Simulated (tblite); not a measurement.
Species: C5H4NOP.
SMILES with atom numbers: `[CH3:1][c:2]1[cH:3][p:4][c:5]([C:6]#[N:7])[o:8]1` (hydrogens: H9, H10, H11 on C1; H12 on C3)

The geometry is computed with GFN2-xTB (gas phase).

Problem. What internal coordinates does the optimisation give?

Solution. 
```csv
bond,length (Å),order
C1–C2,1.488,single
C2–C3,1.364,aromatic
C3–P4,1.760,aromatic
P4–C5,1.733,aromatic
C5–C6,1.398,single
C6≡N7,1.149,triple
C5–O8,1.352,aromatic
C2–O8,1.333,aromatic
"C1–H9, C1–H10, C1–H11",1.088,single
C3–H12,1.074,single
```

Bonds in one row agree within 0.01 Å and their mean is given. Orders are formal, as drawn. A selection of angles:
```csv
angle,degrees
C1–C2–C3,128.5
C1–C2–O8,116.8
C3–C2–O8,114.7
C2–C3–P4,111.8
C3–P4–C5,86.8
P4–C5–C6,126.2
P4–C5–O8,115.0
C6–C5–O8,118.7
C5–C6–N7,178.0
C2–O8–C5,111.6
```

The 8 heavy atoms lie in one plane (0.000 Å rms). The 5-membered ring C2–C3–P4–C5–O8 has internal angles of 86.8° to 115.0° (sum 540°, against 540° for a flat polygon); it is planar, 0.00 Å rms from its mean plane, widest ring torsion 0°. The 3 C–C bonds span 1.364 Å (C2–C3, aromatic) to 1.488 Å (C1–C2, drawn single), a spread of 0.124 Å. The C–P distances run from 1.733 Å (P4–C5, aromatic) to 1.760 Å (C3–P4, aromatic), a spread of 0.027 Å.

Point group: Cs (tolerance 0.08 Å). Its GFN2-xTB frequencies are all real (lowest 45 cm⁻¹). 2 starts were optimised and ended at 0.00 and 0.10 kcal/mol (GFN2-xTB); the lowest of these is shown.
